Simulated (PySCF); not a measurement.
PySCF input for Ta(O)(OH)(NH2)2 (H5N2O2Ta), SMILES [NH2][Ta](=[O])([OH])[NH2], multiplicity 1, IEF-PCM-ωB97X/def2-SVP. Geometry optimised at PBE0-D3(BJ)/def2-SVP. The multiplicity is an assumed one; other spin states were not compared. The def2 effective core potentials stand for the cores of Ta; spin–orbit coupling is left out. The values are those of a single conformer.

```python
import numpy as np
from pyscf import gto, scf, dft
from pyscf.solvent import pcm

mol = gto.M(
    atom='''
    Ta   -0.03503751    0.01484505    0.00000000
    O    -1.74426762   -0.20378171    0.00000000
    O     0.52789786    1.85138123    0.00000004
    H     0.09674513    2.70875036    0.00000006
    N     0.63308685   -0.87906075   -1.64587198
    H     0.06091534   -1.42207951   -2.28616203
    H     1.60345209   -0.91111245   -1.94808695
    N     0.63308686   -0.87906081    1.64587194
    H     0.06091536   -1.42207960    2.28616197
    H     1.60345210   -0.91111252    1.94808690
    ''',
    basis='def2-SVP',
    ecp={'Ta': 'def2-svp'},
    charge=0,
    spin=0,
    max_memory=1600,
    verbose=3,
)
mf = dft.RKS(mol, xc='wb97x').density_fit(auxbasis='def2-universal-jkfit')
mf.grids.level = 3
mf.conv_tol = 1e-9
mf.max_cycle = 100
mf.kernel()
res = {}
for name, eps in {'water': 78.355, 'ethylethanoate': 5.9867, 'n-hexane': 1.8819}.items():
    s = mf.PCM()
    s.with_solvent.method, s.with_solvent.eps, s.with_solvent.lebedev_order = 'IEF-PCM', eps, 29
    s.kernel(mf.make_rdm1())
    res[name] = (s.e_tot, eps, s.dip_moment(), s.mo_energy, s.converged)
    print(f'{name}: electrostatic solvation free energy {(s.e_tot - mf.e_tot) * 627.509474:.3f} kcal/mol')
```

Output:

```
converged SCF energy = -319.920744269034

WARN: PCM is an experimental feature. It is still in testing.
Features and APIs may be changed in the future.

converged SCF energy = -319.940492691533
Dipole moment(X, Y, Z, Debye):  3.91715, -0.03978, -0.00000
water: electrostatic solvation free energy -12.392 kcal/mol

WARN: PCM is an experimental feature. It is still in testing.
Features and APIs may be changed in the future.

converged SCF energy = -319.935965481983
Dipole moment(X, Y, Z, Debye):  3.68838, -0.04316, -0.00000
ethylethanoate: electrostatic solvation free energy -9.551 kcal/mol

WARN: PCM is an experimental feature. It is still in testing.
Features and APIs may be changed in the future.

converged SCF energy = -319.927887475505
Dipole moment(X, Y, Z, Debye):  3.29606, -0.03941, -0.00000
n-hexane: electrostatic solvation free energy -4.482 kcal/mol
```

The calculation finished and met its thresholds.
